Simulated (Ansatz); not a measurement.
`[F][Hf]([SH])([SH])[SH]` + `[CH3][Mo](=[O])(=[O])[Cl]` → `[SH][Hf]([SH])([SH])[Cl]` + `[CH3][Mo](=[O])(=[O])[F]`  (redistribution)

Gas-phase electronic energies from Ansatz, PBE0-D4/def2-TZVP geometries. CCSD(T)/CBS adds triple-zeta CCSD(T) − MP2 to the extrapolated MP2 energy (def2 sets, frozen cores). Functionals use def2-TZVPP. B3LYP here is the variant with VWN-RPA as its local correlation; programs differ in this. Elements past krypton have def2 core potentials. For Hf, Mo outer-core shells are correlated without core-valence functions, which leaves a few kJ/mol of doubt a bond. Each species was taken in one conformer, which may not be the lowest.

```csv
level,ΔE (kJ/mol),difference from CCSD(T)/CBS
LDA (SPW92),22.5,-4.0
PBE-D4,24.1,-2.4
BLYP-D4,26.9,0.4
r2SCAN-D4,22.8,-3.7
r2SCANh-D4,22.6,-3.9
B2PLYP,29.2,2.7
PBE,24.8,-1.7
revPBE,25.6,-0.9
B3LYP,26.2,-0.3
r2SCANh,22.9,-3.6
r2SCAN0,22.4,-4.1
CAM-B3LYP,24.7,-1.8
CCSD(T)/def2-SVP,28.2,1.7
SCS-MP2/def2-TZVPP,33.6,7.1
CCSD/def2-TZVPP,24.9,-1.6
MP2/CBS(def2),36.3,9.8
CCSD(T)/CBS,26.5,0
```

Largest T1 diagnostic among the species: 0.025, so the coupled-cluster value is less sure than usual.

From BLYP to BHLYP (50 % exact exchange), in def2-TZVPP and without D4, ΔE moves by −3.6 kJ/mol. In def2-TZVPP, CCSD(T) changes the Hartree–Fock value by +6.3 kJ/mol (the triples alone add +1.1 kJ/mol) and MP2 by +16.1 kJ/mol.
